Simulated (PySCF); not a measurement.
**Excitation energy of Si by level of theory**

Si [Ne] 3s2 3p2 (3P) → Si [Ne] 3s1 3p3 (5S), as a difference of total energies. All numbers are calculated (PySCF 2.14, scalar relativity by spin-free X2C-1e, in aug-cc-pVQZ-DK). Correlated levels: valence: [Ne] frozen. The calculations carry no spin-orbit coupling.

```json
{"method": "UHF", "excitation energy (eV)": "2.656"}
{"method": "MP2 (valence)", "excitation energy (eV)": "3.678"}
{"method": "SCS-MP2 (valence)", "excitation energy (eV)": "4.171"}
{"method": "CCSD (valence)", "excitation energy (eV)": "3.899"}
{"method": "CCSD(T) (valence)", "excitation energy (eV)": "3.960"}
```

Q: How much does correlation contribute at CCSD(T) (valence)?

A: 3.960 − (2.656) = 1.304 eV, measured against UHF.

A first-order spin-orbit estimate (lowest level to lowest level, LS coupling) adds 0.016 eV.
